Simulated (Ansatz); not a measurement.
`B1S[SiH2][Se]1`, relaxed with RKS PBE-D4/def2-SVP in the Gaussian-basis code of Ansatz from a rough embedded geometry. The force threshold is 0.03 eV/Å; the program also tests the step.

Total charge 0; spin multiplicity 1.

Start:

```xyz
7

B     1.287    0.650   -0.739
S    -0.361    0.067   -1.472
Si   -0.925   -0.345    0.487
Se    0.503    1.094    1.067
H     2.406    0.226   -1.017
H    -0.561   -1.739    0.889
H    -2.349    0.046    0.785
```

Q: By how much does the energy fall, and how many steps does the optimiser take? (An estimate is asked.)

A: The calculation gave: 34.45 kcal/mol, in 7 steps.

Q: Which bonds change most? (Estimate.)

A: The calculation gave: Si3–Se4 from 2.109 to 2.301 Å; S2–Si3 from 2.079 to 2.174 Å; B1–S2 from 1.896 to 1.821 Å; B1–Se4 from 2.019 to 1.967 Å.

Q: Give the relaxed structure. (Best estimate.)

A: Ansatz gave: 
```xyz
7

B     1.191    0.536   -0.663
S    -0.099   -0.413   -1.529
Si   -0.905   -0.411    0.490
Se    0.889    0.808    1.262
H     2.167    0.969   -1.235
H    -1.018   -1.788    1.080
H    -2.225    0.298    0.595
```
